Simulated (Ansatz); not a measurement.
`[CH3][In]([CH3])[C](C)(C)C` and `CC(C)C` differ in one atom or group.

Ansatz, PBE0-D4/def2-TZVP geometries, multiplicity 1. 

Elements past krypton have def2 core potentials.

```tsv
property	`[CH3][In]([CH3])[C](C)(C)C`
HOMO–LUMO gap (B3LYP/def2-TZVPP) / eV	4.78
LUMO energy (PBE0/def2-TZVPP) / eV	-0.91
HOMO–LUMO gap (PBE/def2-TZVPP) / eV	3.45
LUMO energy (PBE/def2-TZVPP) / eV	-1.65
size of the dipole moment (ωB97M-V/def2-TZVPP) / D	0.14
HOMO energy (PBE/def2-TZVPP) / eV	-5.10
```

**Question.** Give the same properties after the change, and the shifts. (An estimate is asked.)

**Answer.** The calculation gave: 
| property | `CC(C)C` | shift |
| --- | --- | --- |
| HOMO–LUMO gap (B3LYP/def2-TZVPP) / eV | 9.63 | 4.85 |
| LUMO energy (PBE0/def2-TZVPP) / eV | 1.17 | 2.08 |
| HOMO–LUMO gap (PBE/def2-TZVPP) / eV | 7.97 | 4.52 |
| LUMO energy (PBE/def2-TZVPP) / eV | 0.38 | 2.03 |
| size of the dipole moment (ωB97M-V/def2-TZVPP) / D | 0.13 | -0.01 |
| HOMO energy (PBE/def2-TZVPP) / eV | -7.59 | -2.49 |

With PBE0 the HOMO falls by 2.82 eV and the LUMO rises by 2.08 eV, so the gap widens by about 4.90 eV. PBE moves the HOMO by -2.49 eV and ωB97M-V by -3.04 eV. Dipoles are sizes alone; their direction can turn.

B3LYP here is the variant with VWN-RPA as its local correlation; programs differ in this.
